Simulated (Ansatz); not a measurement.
Reaction (formal exchange of groups at the Se–Ge bond): `O=[CH][GeH2][SeH]` + `[F][GeH2][F]` → `[F][GeH]([F])[SeH]` + `O=[CH][GeH3]`

Program: Ansatz. Geometries: PBE0-D4/def2-TZVP. ΔE: electronic, gas phase. CCSD(T)/CBS is the MP2 limit (def2-TZVPP, def2-QZVPP) plus CCSD(T) − MP2 in def2-TZVPP, frozen cores. Functionals use def2-TZVPP. For Ge, Se outer-core shells are correlated without core-valence functions, which leaves a few kJ/mol of doubt a bond. Scalar relativity is left out up to krypton. One conformer a species, not always the lowest.

`O=[CH][GeH2][SeH]`:

```xyz
8

O     0.777   -0.339    2.177
C     0.258   -0.758    1.182
Ge    0.501    0.114   -0.611
Se   -1.643    0.564   -1.479
H    -0.422   -1.641    1.220
H     1.122   -0.874   -1.611
H     1.343    1.386   -0.453
H    -1.938    1.547   -0.427
```

`[F][GeH2][F]`:

Z-matrix (Å, degrees):
```
Ge
F 1 1.724
F 1 1.724 2 105.0
H 1 1.527 2 107.9 3 -114.9
H 1 1.527 2 107.9 3 114.9
```

`[F][GeH]([F])[SeH]`:

```xyz
6

F    -1.615   -0.708   -1.091
Ge   -0.092   -0.336   -0.377
F     0.373   -1.785    0.434
Se   -0.525    1.364    1.140
H     0.942   -0.085   -1.474
H     0.916    1.548    1.368
```

`O=[CH][GeH3]`:

```xyz
7

O     0.774   -0.033    1.956
C     0.106   -0.500    1.076
Ge   -0.065    0.351   -0.733
H    -0.454   -1.449    1.247
H    -1.552    0.650   -0.991
H     0.769    1.634   -0.764
H     0.423   -0.653   -1.791
```

Q: Is it downhill or uphill in electronic energy at CCSD(T)/CBS, and by how much? (Estimate.)

A: Ansatz gave: Nearly level: ΔE = +2.9 kJ/mol.

Q: What do these levels give: ωB97M-V, B2PLYP, PBE, r2SCAN, PBE0, HF/def2-TZVPP, SCS-MP2/def2-TZVPP, CCSD(T)/def2-TZVPP, HF/def2-QZVPP, MP2/def2-QZVPP, HF/CBS(def2), CCSD/CBS(def2)? (Best estimate.)

A: The calculation gave: ωB97M-V 1.6, B2PLYP 3.1, PBE 0.7, r2SCAN 0.5, PBE0 1.9, HF/def2-TZVPP 6.1, SCS-MP2/def2-TZVPP 5.9, CCSD(T)/def2-TZVPP 3.3, HF/def2-QZVPP 6.1, MP2/def2-QZVPP 5.5, HF/CBS(def2) 6.1, CCSD/CBS(def2) 3.1 kJ/mol.

Largest T1 diagnostic among the species: 0.014.
